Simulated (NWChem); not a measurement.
# BaCl, doublet; SMILES [Ba][Cl]

Results from NWChem. Spin-unrestricted. The spin multiplicity was typed, not searched, and may not be the lowest. No stability test was run on the SCF state. def2 effective core potentials on Ba; no spin-orbit coupling. Each level has its own optimisation; frequencies are unscaled.

| level | r Ba–Cl (Å) | highest harmonic frequency (cm⁻¹) | zero-point energy (kcal/mol) |
|---|---|---|---|
| PBE/def2-SVP | 2.729 | 289 | 0.4 |
| CAM-B3LYP/def2-SVP | 2.742 | 292 | 0.4 |
| PBE0/def2-SVP | 2.729 | 293 | 0.4 |
